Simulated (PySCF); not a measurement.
# Magnetisability: SMILES O=C[C@@H]1CCNC(=O)C1, C6H9NO2

Geometry:
```csv
atom,x (Å),y (Å),z (Å)
O1,1.948,-0.602,-1.616
C2,1.770,0.215,-0.759
C3,1.006,-0.005,0.524
C4,0.154,-1.273,0.482
C5,-0.909,-1.142,-0.602
N6,-1.591,0.132,-0.518
C7,-1.146,1.278,0.034
O8,-1.764,2.317,-0.083
C9,0.124,1.194,0.867
H10,2.199,1.234,-0.839
H11,1.779,-0.102,1.299
H12,-0.319,-1.419,1.455
H13,0.777,-2.140,0.262
H14,-1.651,-1.940,-0.498
H15,-0.438,-1.245,-1.588
H16,-2.420,0.234,-1.087
H17,-0.191,1.136,1.912
H18,0.661,2.136,0.744
```

Theory: GIAO PBE0/pcSseg-1 magnetisability, rotational g tensor and spin-rotation constants, non-relativistic, gas phase (PySCF). Geometry: GFN2-xTB.

Problem. What are the magnetisability and the molar susceptibility?

Solution. Isotropic -1120 × 10⁻³⁰ J/T², or -67.5 × 10⁻⁶ cm³/mol; principal values -1242, -1144, -974 × 10⁻³⁰ J/T², anisotropy 236 × 10⁻³⁰ J/T² (root of half the summed squared differences of the principal values). The susceptibility is in cgs units.

Problem. Split it along the inertial axes a, b, c into diamagnetic and paramagnetic parts about the centre of mass, with the quadrupole moment.

Solution. 
```tsv
axis	χ (10⁻⁶ cm³/mol)	diamagnetic (10⁻⁶ cm³/mol)	paramagnetic (10⁻⁶ cm³/mol)	summed x² of all electrons (Å²)	quadrupole Θ (D Å)
a	-68.8	-577.6	508.7	173.1	-19.49
b	-64.4	-956.6	892.2	83.8	+13.30
c	-69.1	-1089.9	1020.7	52.4	+6.20
```
Anisotropies 2χaa − χbb − χcc = -4.2 and 2χbb − χaa − χcc = +9.3 × 10⁻⁶ cm³/mol. Θ is traceless in Buckingham's convention.

Problem. And the rotational g tensor?

Solution. 
| axis | rotational constant (GHz) | g | nuclear part | electronic part |
| --- | --- | --- | --- | --- |
| a | 2.6484 | -0.0245 | 0.6085 | -0.6330 |
| b | 1.3536 | -0.0276 | 0.5397 | -0.5674 |
| c | 1.1843 | -0.0192 | 0.5487 | -0.5679 |

Asymmetric top; isotopes 12C, 1H, 14N, 16O; no vibrational averaging.
